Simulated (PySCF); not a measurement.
In(CF3)3, C3F9In, SMILES [In]([C](F)(F)F)([C](F)(F)F)[C](F)(F)F at its B3LYP/def2-SVP optimised geometry (Å):

```
13

In    -0.1562     0.1549     0.0000
C     -1.2854    -1.7795    -0.0154
F     -2.0394    -1.8896    -1.1278
F     -2.1181    -1.8622     1.0417
F     -0.4791    -2.8548     0.0274
C      2.0840     0.1549     0.0000
F      2.5680    -0.5205    -1.0619
F      2.5689    -0.4405     1.1085
F      2.6037     1.3944    -0.0455
C     -1.2690     2.0986     0.0000
F     -0.9364     2.8548     1.0652
F     -2.6037     1.9372     0.0268
F     -0.9756     2.8135    -1.1054
```

Computed with B3LYP/def2-TZVP, def2 effective core potentials past Kr in PySCF. The core electrons that the potentials of In replace are not part of the density.

Map of the LUMO amplitude (bohr^(-3/2)) on the plane z = 0.6 Å; orbital energy -3.23 eV, overall sign arbitrary:

```
|22222222222222222222222222222|
|22222222222222222222222222222|
|22222222222222222222222222222|
|22222222222222222222222222222|
|22222222223332222222222222222|
|22222222223432222222222222222|
|22222111222111222222222222222|
|22221111121001222222222222222|
|22221100123323333322211112222|
|22221100234555444332111112222|
|22222111245667765433200112222|
|22222222346789987543211112222|
|22222223346899998754321122222|
|22222223357995499765322222222|
|22222223357994499764212222222|
|22222223346899998653003322222|
|22222222345799987542113322222|
|22222222224677765432222222222|
|22222221003566554332222222222|
|22222233102444433322222222222|
|22222234312333333222222222222|
|22222233322211222222222222222|
|22222222222100122222222222222|
|22222222222100112222222222222|
|22222222222111122222222222222|
|22222222222211222222222222222|
|22222222222222222222222222222|
|22222222222222222222222222222|
|22222222222222222222222222222|
```
Scale: ten equal steps from -0.019 (start of '0') to 0.072 (end of '9'), in the order '0123456789'; x runs from -5.00 to 5.00, y from -5.00 (bottom) to 5.00 (top).
